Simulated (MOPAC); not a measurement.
MOPAC input (MNDO):

```
MNDO PRECISE GNORM=0.05 LET XYZ CHARGE=-1 GEO-OK AUX(PRECISION=9) THREADS=1
CH5GeS

C    -2.11124100 1   -0.26009600 1   -0.76618500 1
S    -1.06923500 1   -0.37870500 1    0.72893500 1
Ge    1.09904600 1    0.23458900 1   -0.04974300 1
H    -2.08737300 1    0.75584900 1   -1.16471500 1
H    -1.74293100 1   -0.93723400 1   -1.53908300 1
H    -3.14501700 1   -0.52479600 1   -0.52021300 1
H     1.01720300 1   -0.70465200 1   -1.37140800 1
H     0.56384000 1    1.52382600 1   -0.87865600 1
```

Output:

```
 *******************************************************************************
 **                                                                           **
 **                              MOPAC v23.2.5                                **
 **                                                                           **
 *******************************************************************************
 ** MOPAC's Digital Object Identifier: https://doi.org/10.5281/zenodo.6511958 **
 **                                                                           **
 ** Please cite the open-source release paper for use of this MOPAC version:  **
 ** J. E. Moussa and J. J. P. Stewart (2026)                                  **
 ** MOPAC: An open-source semiempirical molecular orbital program             **
 ** J. Open Source Softw., 11(119), 8025, https://doi.org/10.21105/joss.08025 **
 *******************************************************************************

                              MNDO CALCULATION RESULTS

 *******************************************************************************
 *  MNDO       - The MNDO Hamiltonian to be used
 *  GEO-OK     - OVERRIDE INTERATOMIC DISTANCE AND OTHER SAFETY CHECKS
 *
 *
 *
 *                 CHARGE ON SYSTEM = -1
 *
 *
 *
 *  LET        - OVERRIDE SOME SAFETY CHECKS
 *  PRECISE    - TIGHTER CRITERIA TO BE USED
 *  XYZ        - CARTESIAN COORDINATE SYSTEM TO BE USED
 *  GNORM      - EXIT WHEN GRADIENT NORM DROPS BELOW 0.050
 *  AUX        - OUTPUT AUXILIARY INFORMATION
 *******************************************************************************
MNDO PRECISE GNORM=0.05 LET XYZ CHARGE=-1 GEO-OK AUX(PRECISION=9) THREADS=1
 CH5GeS

   ATOM   CHEMICAL          X               Y               Z
  NUMBER   SYMBOL      (ANGSTROMS)     (ANGSTROMS)     (ANGSTROMS)

     1       C         -2.11124100  *  -0.26009600  *  -0.76618500  *
     2       S         -1.06923500  *  -0.37870500  *   0.72893500  *
     3      Ge          1.09904600  *   0.23458900  *  -0.04974300  *
     4       H         -2.08737300  *   0.75584900  *  -1.16471500  *
     5       H         -1.74293100  *  -0.93723400  *  -1.53908300  *
     6       H         -3.14501700  *  -0.52479600  *  -0.52021300  *
     7       H          1.01720300  *  -0.70465200  *  -1.37140800  *
     8       H          0.56384000  *   1.52382600  *  -0.87865600  *

          CARTESIAN COORDINATES

    NO.       ATOM           X           Y           Z

     1         C         -2.1112     -0.2601     -0.7662
     2         S         -1.0692     -0.3787      0.7289
     3        Ge          1.0990      0.2346     -0.0497
     4         H         -2.0874      0.7558     -1.1647
     5         H         -1.7429     -0.9372     -1.5391
     6         H         -3.1450     -0.5248     -0.5202
     7         H          1.0172     -0.7047     -1.3714
     8         H          0.5638      1.5238     -0.8787

  H: (MNDO): M.J.S. DEWAR, W. THIEL, J. AM. CHEM. SOC., 99, 4899, (1977)
  C: (MNDO): M.J.S. DEWAR, W. THIEL, J. AM. CHEM. SOC., 99, 4899, (1977)
  S: (MNDO): M.J.S.DEWAR, C.H. REYNOLDS, J. COMP. CHEM. 7, 140-143 (1986)
 Ge: (MNDO): M.J.S.DEWAR, G.L.GRADY, E.F.HEALY,ORGANOMETALLICS 6 186-189 (1987)

           Empirical Formula: C H5 S Ge  =     8 atoms

      MOLECULAR POINT GROUP   :   Cs

      RHF CALCULATION, NO. OF DOUBLY OCCUPIED LEVELS = 10

          Geometry optimization using EF

          DIAGONAL MATRIX USED AS START HESSIAN

 CYCLE:     1  GRAD.:   133.190 HEAT:  12.77440
 CYCLE:     2  GRAD.:   198.669 HEAT:  12.21514
 CYCLE:     3  GRAD.:    65.781 HEAT:  4.080890
 CYCLE:     4  GRAD.:    45.007 HEAT:  2.874933
 CYCLE:     5  GRAD.:    66.394 HEAT:  3.154686
 CYCLE:     6  GRAD.:   106.530 HEAT:  5.487731
 CYCLE:     7  GRAD.:    80.850 HEAT:  5.174719
 CYCLE:     8  GRAD.:    52.662 HEAT:  3.038388
 CYCLE:     9  GRAD.:    12.782 HEAT:  1.391756
 CYCLE:    10  GRAD.:     4.427 HEAT:  1.275199
 CYCLE:    11  GRAD.:     6.962 HEAT:  1.177787
 CYCLE:    12  GRAD.:    39.574 HEAT:  1.286981
 CYCLE:    13  GRAD.:    28.939 HEAT:  1.145764
 CYCLE:    14  GRAD.:    11.308 HEAT: 0.8860945
 CYCLE:    15  GRAD.:     3.670 HEAT: 0.8076816
 CYCLE:    16  GRAD.:     1.184 HEAT: 0.8013747
 CYCLE:    17  GRAD.:     0.547 HEAT: 0.8003082
 CYCLE:    18  GRAD.:     0.236 HEAT: 0.8000185
 CYCLE:    19  GRAD.:     0.140 HEAT: 0.7999690
 CYCLE:    20  GRAD.:     0.065 HEAT: 0.7999454
 CYCLE:    21  GRAD.:     0.032 HEAT: 0.7999428

     GRADIENT =  0.03202 IS LESS THAN CUTOFF =  0.05000

 -------------------------------------------------------------------------------
 MNDO PRECISE GNORM=0.05 LET XYZ CHARGE=-1 GEO-OK AUX(PRECISION=9) THREADS=1
 CH5GeS

     GEOMETRY OPTIMISED USING EIGENVECTOR FOLLOWING (EF).
     SCF FIELD WAS ACHIEVED

                              MNDO CALCULATION
                                                       MOPAC v23.2.5 Linux

          FINAL HEAT OF FORMATION =          0.79994 KCAL/MOL =       3.34696 KJ/MOL

          COSMO AREA              =        121.61 SQUARE ANGSTROMS
          COSMO VOLUME            =        112.17 CUBIC ANGSTROMS

          GRADIENT NORM           =          0.03202          =       0.01132 PER ATOM
          IONIZATION POTENTIAL    =          1.454213 EV
          HOMO LUMO ENERGIES (EV) =         -1.454  6.697
          NO. OF FILLED LEVELS    =         10
          MOLECULAR WEIGHT        =        121.7005         POINT GROUP:  Cs

          MOLECULAR DIMENSIONS (Angstroms)

            Atom       Atom       Distance
            H     8    H     6     4.48952
            H     4    H     7     2.84737
            H     5    S     2     2.19850

          SCF CALCULATIONS        =         22

   ATOM   CHEMICAL          X               Y               Z
  NUMBER   SYMBOL      (ANGSTROMS)     (ANGSTROMS)     (ANGSTROMS)

     1       C         -2.16186628  *  -0.28515977  *  -0.69960795  *
     2       S         -1.03875893  *  -0.33700495  *   0.56906846  *
     3      Ge          1.09257880  *   0.22729882  *  -0.02288865  *
     4       H         -2.26079824  *   0.72640316  *  -1.14964873  *
     5       H         -1.91262095  *  -0.98343876  *  -1.52778386  *
     6       H         -3.16955697  *  -0.57248189  *  -0.32825706  *
     7       H          1.22310048  *  -0.65319324  *  -1.25117851  *
     8       H          0.78336158  *   1.50890917  *  -0.77330148  *

                             CARTESIAN COORDINATES

   1    C       -2.161866284    -0.285159774    -0.699607951
   2    S       -1.038758932    -0.337004954     0.569068458
   3   Ge        1.092578805     0.227298821    -0.022888646
   4    H       -2.260798235     0.726403162    -1.149648730
   5    H       -1.912620950    -0.983438760    -1.527783861
   6    H       -3.169556975    -0.572481888    -0.328257062
   7    H        1.223100476    -0.653193241    -1.251178507
   8    H        0.783361583     1.508909166    -0.773301480

           Empirical Formula: C H5 S Ge  =     8 atoms

      MOLECULAR POINT GROUP   :   Cs

                  EIGENVALUES
 -26.96232 -14.36520 -10.48960 -10.13920  -9.17791  -7.66850  -5.87902  -4.77079
  -4.15229  -1.45421   6.69669   7.84150   8.01189   8.24438   8.34230   8.82251
   9.61753

              NET ATOMIC CHARGES AND DIPOLE CONTRIBUTIONS

  ATOM NO.   TYPE          CHARGE      No. of ELECS.   s-Pop       p-Pop
    1          C           0.047639        3.9524     1.22896     2.72340
    2          S          -0.568913        6.5689     1.83625     4.73266
    3         Ge           0.680874        3.3191     1.45297     1.86616
    4          H          -0.045650        1.0456     1.04565
    5          H          -0.045646        1.0456     1.04565
    6          H          -0.043446        1.0434     1.04345
    7          H          -0.512427        1.5124     1.51243
    8          H          -0.512431        1.5124     1.51243
 DIPOLE           X         Y         Z       TOTAL
 POINT-CHG.     3.134    -0.241     3.971     5.064
 HYBRID        -3.325     0.383    -4.791     5.844
 SUM           -0.192     0.142    -0.820     0.854

          ATOMIC ORBITAL ELECTRON POPULATIONS

     Atom    s        px        py        pz
    1  C   1.22896   0.92169   0.88555   0.91615
    2  S   1.83625   1.39355   1.94645   1.39267
    3 Ge   1.45297   0.59275   0.43015   0.84325
    4  H   1.04565
    5  H   1.04565
    6  H   1.04345
    7  H   1.51243
    8  H   1.51243

 **********************
 *                    *
 * JOB ENDED NORMALLY *
 *                    *
 **********************

 == MOPAC DONE ==
```

The dipole moment of an ion depends on the origin.

The geometry given is a B3LYP-D3(BJ)/def2-TZVP minimum.
